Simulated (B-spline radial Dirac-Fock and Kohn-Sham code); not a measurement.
Binding energies of Cd³³⁺ at several levels of theory

System: cadmium as Cd³³⁺, [Ne] 3s2 3p3.

The density-functional columns are spherical, spin-unpolarised Dirac-Kohn-Sham results without Breit or QED terms: −ε is minus the orbital energy of the initial state and ΔSCF the difference of two total energies. The reference in the last column comes from ΔSCF Dirac-Fock with Breit, self-energy and vacuum polarisation, finite nucleus, configuration average. All numbers are from an atomic code on a B-spline grid, in eV; a selection of levels is shown. The Kohn-Sham columns are given as differences from the reference. For the 1s level of heavy atoms much of the gap between ΔSCF and the reference is the Breit and QED part, -84.5 eV here; for other levels the error of the functional can be larger.

```
level  LDA −ε − DF  LDA ΔSCF − DF  Dirac-Fock
   1s       -279.6          +76.8     28577.9
   2s       -123.7          -37.7      5804.9
2p3/2        -94.9           +2.8      5330.0
   3s        -36.6           -0.8      2212.1
   3p        -33.2           +3.9      2087.9
```

Values without a named source are computed, but for edge energies of neutral atoms, which are taken from tables.
